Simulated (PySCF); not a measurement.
Two species compared at the same levels of theory.

First species: C6H9PS2.
Numbering: `[CH3:1][S:2][c:3]1[p:4][c:5]([CH3:6])[c:7]([CH3:8])[s:9]1` (hydrogens: H10, H11, H12 on C1; H13, H14, H15 on C6; H16, H17, H18 on C8)

Second species: C6H14Si3.
InChI=1S/C6H14Si3/c1-2-8-9-4-6(3-7)5-9/h1,6,9H,3-5,8H2,7H3/t6-,9+

Levels: PBE0/pcSseg-1 for dipole moment, HOMO energy, LUMO energy and HOMO–LUMO gap; GFN2-xTB for rotational constant A and rotational constant C. Geometries: GFN2-xTB. Each species is one conformer at its optimised geometry, gas phase, non-relativistic unless stated; the electronic structure was computed with PySCF and density fitting.

The conformers computed, where there is a choice (atom-mapped SMILES and torsion angles):
- `[CH3:1][S:2][c:3]1[p:4][c:5]([CH3:6])[c:7]([CH3:8])[s:9]1`: C1–S2–C3–P4 0°
- `[CH:1]#[C:2][SiH2:3][Si@H:4]1[CH2:5][C@@H:6]([CH2:7][SiH3:8])[CH2:9]1`: C2–Si3–Si4–C5 -40°, C5–C6–C7–Si8 179°

Problem. Which has the higher HOMO–LUMO gap?

Solution. The second: 7.12 eV against 4.70 eV, a difference of 2.42 eV.

Problem. Which has the higher LUMO energy?

Solution. The second: -0.44 eV against -1.11 eV, a difference of 0.67 eV.

Problem. Which of the two has the higher rotational constant C, and by how much?

Solution. The first: 0.532 GHz against 0.420 GHz, a difference of 0.112 GHz.

Problem. Which of the two has the higher HOMO energy, and by how much?

Solution. The first: -5.81 eV against -7.56 eV, a difference of 1.75 eV.

Problem. Which has the higher dipole moment?

Solution. The first: 1.19 D against 0.54 D, a difference of 0.65 D.

Problem. Which has the higher rotational constant A?

Solution. The first: 1.958 GHz against 1.489 GHz, a difference of 0.469 GHz.

On the first: In atomic units the dipole is 0.47 e·bohr (1 au = 2.5417 D).

On the second: A dipole of 0.54 D is allowed in C1, and pure rotational transitions are dipole-allowed. In atomic units the dipole is 0.21 e·bohr (1 au = 2.5417 D).
